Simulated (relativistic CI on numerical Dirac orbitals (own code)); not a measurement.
## Hyperfine structure of Ir65+, mass number 191

Method of calculation: Dirac-Coulomb-Breit CI, orbitals from a KLI potential per configuration, model QED, unscaled Slater integrals (own radial code, finite nucleus).

Configuration list (outside the closed core [Ne]): 3s², 3s3p, 3p², 3s3d, 3d², 3p3d, 3p4s, 3d4s, 3s4s, 3s4p, 3s4d, 3s4f, 3s5s, 3s5p, 3s5d, 4s². Levels of other configurations are missing.

Nuclear spin I = 3/2, μ = 0.1502 μN, Q = 0.816 b (tables of Stone and Pyykkö). The electronic factors are computed for point nuclear moments, without core polarisation or the Bohr-Weisskopf and QED corrections.

```csv
Level,E (eV),A (GHz),B (GHz)
3s3p ³P°1,165.592,490,-42.7
3s3p ³P°2,594.698,205.1,426
3s3p ¹P°1,634.399,-150.6,254
3p² ¹D2,783.553,97.21,367
3p² ³P1,786.194,-29.21,214
3s3d ³D1,819.987,-168.4,38.9
3s3d ³D2,834.804,167.2,104
3s3d ³D3,920.067,128.4,93.3
```

Levels with J = 0, under 50 % of one LS term, or S terms without an open s electron are left out. Small factors come from cancelling terms and can be off by tens of per cent or more.

At this charge energies of transitions that change n are usually good to better than 1 %, and those within a shell (Δn = 0) to a few per cent.

Give the hyperfine levels of 3s3p ³P°1 relative to its centre of gravity.

With K = F(F + 1) − I(I + 1) − J(J + 1), E = AK/2 + B[¾K(K + 1) − I(I + 1)J(J + 1)]/[2I(2I − 1)J(2J − 1)]: F = 1/2: -1278, F = 3/2: -447.3, F = 5/2: 724.3 GHz.

LS names give the leading component of a level, which can be under half, so a name can repeat, a term be missing and a line seem to break the LS rules.
